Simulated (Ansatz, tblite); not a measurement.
Forces on (MgSe)4 ring (Mg₄Se₄) at its r2SCAN-D4/def2-SVP geometry. Charge 0, multiplicity 1.

The xTB rows come from tblite. Another isomer (singlet) lies 1.97 eV lower at PBE0-D4/def2-TZVP; other spin states weren't run for this one.

GFN1-xTB (tblite), largest force 0.49 eV/Å:

```xyz
8
positions Å, forces eV/Å
Mg   -1.709   -1.281    1.355    0.180    0.136   -0.143
Mg   -0.357   -1.576   -1.938    0.038    0.165    0.202
Mg    1.710    1.280   -1.355   -0.181   -0.135    0.142
Mg    0.357    1.577    1.938   -0.037   -0.165   -0.202
Se   -1.970   -2.722   -0.560    0.284    0.391    0.081
Se    1.288   -0.286   -3.139   -0.186    0.041    0.452
Se    1.967    2.724    0.559   -0.283   -0.392   -0.080
Se   -1.285    0.283    3.140    0.184   -0.041   -0.452
```

GFN2-xTB (tblite), largest force 0.15 eV/Å:

```
Mg 0.030 0.022 -0.024
Mg 0.006 0.028 0.033
Mg -0.030 -0.023 0.024
Mg -0.006 -0.027 -0.034
Se 0.089 0.123 0.025
Se -0.059 0.013 0.142
Se -0.089 -0.123 -0.025
Se 0.058 -0.013 -0.142
```

PBE-D4/def2-TZVP (Ansatz), largest force 0.04 eV/Å:

```
Mg 0.027 0.021 -0.021
Mg 0.006 0.024 0.029
Mg -0.028 -0.021 0.021
Mg -0.005 -0.025 -0.029
Se 0.015 0.020 0.004
Se -0.010 0.002 0.024
Se -0.015 -0.020 -0.004
Se 0.009 -0.002 -0.024
```
